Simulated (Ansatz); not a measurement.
`C[N](C)[AlH][F]` + H₂S → `[F][AlH][SH]` + `CNC` at 700 K and 1 bar (ligand exchange at the Al–N bond).

Gas-phase electronic energies from Ansatz, PBE0-D4/def2-TZVP geometries. CBS: MP2 limit from def2 TZ/QZ plus the TZ coupled-cluster correction, frozen cores. This one scheme is used for every species. One conformer a species, not always the lowest.

| species | CCSD(T)/CBS energy (Eh) | H − E (kJ/mol) | S (J/(mol·K)) |
| --- | --- | --- | --- |
| `C[N](C)[AlH][F]` | -476.92428 | 322.1 | 465.7 |
| H₂S | -398.97279 | 64.8 | 236.9 |
| `[F][AlH][SH]` | -740.90186 | 96.9 | 360.5 |
| `CNC` | -135.00321 | 296.9 | 352.4 |

H − E and S are ideal-gas, rigid-rotor, harmonic terms from PBE0-D4/def2-TZVP, for one conformer and one mirror image of each species. 1 Eh = 2625.50 kJ/mol, R = 8.31446 J/(mol·K).

Task: By hand: ΔE, ΔH, ΔS and ΔG.

Result: ΔE = (-740.90186) + (-135.00321) − (-476.92428) − (-398.97279) = -0.00800 Eh = -21.0 kJ/mol. Δ(H − E) = 96.9 + 296.9 − 322.1 − 64.8 = 6.9, so ΔH = -14.1 kJ/mol. ΔS = 360.5 + 352.4 − 465.7 − 236.9 = 10.3 J/(mol·K). ΔG = -14.1 − 700 × (10.3)/1000 = -21.3 kJ/mol.

Task: By hand: the equilibrium constant, and the temperature at which ΔG would vanish if ΔH and ΔS stayed fixed.

Result: log₁₀ K = −ΔG/(RT ln 10) = 1.6. ΔH and −TΔS have one sign here, so there is no such temperature.

TΔS isn't small against ΔH here. A doubt of 5 kJ/mol in ΔE shifts log₁₀ K by 0.4 here. Other conformers and mirror images would add mixing entropy, several J/(mol·K) or more a flexible species. These are equilibria of isolated gas molecules and say nothing of rates. Largest T1 diagnostic: 0.012 (customary marks: 0.02 for closed shells, 0.045 for open ones).

ΔS is within the doubt of such terms, so its sign, and with it that verdict, could turn.
